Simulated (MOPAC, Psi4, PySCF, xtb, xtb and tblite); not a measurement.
Two geometries of SMILES c1cc[se]c1C=Cc1[se]ccc1, relaxed at GFN2-xTB with one dihedral held; other torsions can differ between them too.

Structure A

```
20

C      0.0566     0.6453    -1.8292
C     -0.5306     0.3033    -0.6674
C     -1.9376     0.2565    -0.4380
C     -2.5581    -0.0937     0.7362
C     -3.9666    -0.0625     0.7101
C     -4.5065     0.3120    -0.4795
Se    -3.2175     0.6831    -1.7575
C      1.4637     0.6919    -2.0584
C      2.0845     1.0364    -3.2340
C      3.4930     1.0051    -3.2074
C      4.0326     0.6364    -2.0158
Se     2.7432     0.2713    -0.7366
H     -0.5690     0.9121    -2.6772
H      0.0951     0.0361     0.1805
H     -2.0007    -0.3730     1.6148
H     -4.5668    -0.3162     1.5680
H     -5.5524     0.4007    -0.7116
H      1.5274     1.3113    -4.1142
H      4.0935     1.2544    -4.0664
H      5.0784     0.5488    -1.7830
```

Structure B

```
20

C      0.0621     0.6319    -1.8326
C     -0.5215     0.2925    -0.6693
C     -1.9296     0.2407    -0.4390
C     -2.5480    -0.1102     0.7354
C     -3.9567    -0.0741     0.7129
C     -4.4979     0.3049    -0.4746
Se    -3.2105     0.6751    -1.7543
C      1.4744     0.7351    -2.0374
C      2.1087     1.4814    -2.9977
C      3.5132     1.3633    -3.0263
C      4.0305     0.4899    -2.1228
Se     2.7220    -0.3099    -1.0829
H     -0.5639     0.9550    -2.6607
H      0.1054     0.0092     0.1716
H     -1.9896    -0.3938     1.6120
H     -4.5557    -0.3281     1.5716
H     -5.5440     0.3978    -0.7040
H      1.5680     2.1354    -3.6615
H      4.1264     1.9199    -3.7154
H      5.0689     0.2497    -1.9819
```

Question: Which is lower in energy at the level PBE0-D3(BJ)/def2-SVP // GFN2-xTB run with Psi4, and by how much?

Answer: A is lower, by 1.21 kcal/mol (dihedral C2–C1–C8–Se12: 0° in A, 30° in B).

E(B) − E(A) in kcal/mol at the other levels, on the same two geometries: GFN2-xTB (xtb and tblite) 1.35; PBE0/def2-SVP // GFN2-xTB (Psi4) 1.19; PBE/def2-SVP // GFN2-xTB (Psi4) 1.35; PBE-D3(BJ)/def2-SVP // GFN2-xTB (Psi4) 1.36; PM6, restricted, heats of formation // GFN2-xTB (MOPAC) -0.12; PM7, restricted, heats of formation // GFN2-xTB (MOPAC) 0.32; GFN1-xTB // GFN2-xTB (xtb) 1.32; restricted B3LYP/6-31G*, spherical d, density fitting // GFN2-xTB (PySCF) 1.15.
